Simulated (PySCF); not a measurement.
C₂H₁₂OSi₄.
Atom-mapped SMILES: `[CH3:1][C:2](=[O:3])[SiH2:4][SiH2:5][SiH2:6][SiH3:7]` (hydrogens: H8, H9, H10 on C1; H11, H12 on Si4; H13, H14 on Si5; H15, H16 on Si6; H17, H18, H19 on Si7)

Computed, not measured: PySCF, PBE0-D3(BJ)/def2-SVP geometry optimisation, gas phase.

(1) List the bond lengths, angles and torsions at this level.

Answers

(1) 
```csv
bond,length (Å),order
C1–C2,1.501,single
C2=O3,1.214,double
C2–Si4,1.949,single
Si4–Si5,2.346,single
Si5–Si6,2.347,single
Si6–Si7,2.348,single
"C1–H8, C1–H9, C1–H10",1.101,single
"Si4–H11, Si4–H12",1.496,single
"Si5–H13, Si5–H14",1.498,single
"Si6–H15, Si6–H16",1.497,single
"Si7–H17, Si7–H18, Si7–H19",1.495,single
```

Bonds in one row agree within 0.01 Å and their mean is given. Orders are formal, as drawn. A selection of angles:
```csv
angle,degrees
C2–C1–H8,109.6
H8–C1–H9,106.4
H8–C1–H10,110.3
C1–C2–O3,121.7
C1–C2–Si4,120.7
O3–C2–Si4,117.5
C2–Si4–Si5,106.3
C2–Si4–H11,105.6
C2–Si4–H12,111.0
Si5–Si4–H11,110.7
Si5–Si4–H12,114.2
H11–Si4–H12,108.6
Si4–Si5–Si6,107.7
Si4–Si5–H13,109.3
Si6–Si5–H13,112.0
H13–Si5–H14,108.3
Si5–Si6–Si7,109.2
Si5–Si6–H15,108.9
Si5–Si6–H16,108.1
Si7–Si6–H15,111.6
H15–Si6–H16,108.0
Si6–Si7–H17,111.4
Si6–Si7–H18,110.2
H17–Si7–H18,109.7
H17–Si7–H19,108.4
```

Dihedral angles: C1–C2–Si4–Si5 135° (anticlinal); C2–Si4–Si5–Si6 30°; Si4–Si5–Si6–Si7 50° (synclinal). The mirror-image conformer, all signs reversed, is as good.

Si7 (SiH3 silicon) is tetrahedral (angles from 107.5° to 111.4°). Si5 (SiH2 silicon) is tetrahedral (angles from 107.7° to 112.0°). Si6 (SiH2 silicon) is tetrahedral (angles from 108.0° to 111.6°). All 3 Si–Si bonds measure 2.346 to 2.348 Å. Si4 (SiH2 silicon) is distorted tetrahedral (angles from 105.6° to 114.2°). Of the pairs four or more bonds apart, O3···Si7 is among the closest relative to their van der Waals radii: 3.09 Å, 85 % of the sum of Bondi's values.

Point group: C1 (no symmetry element, even within 0.4 Å). Not checked by PBE0-D3(BJ)/def2-SVP frequencies. The numbers are those of one conformer.
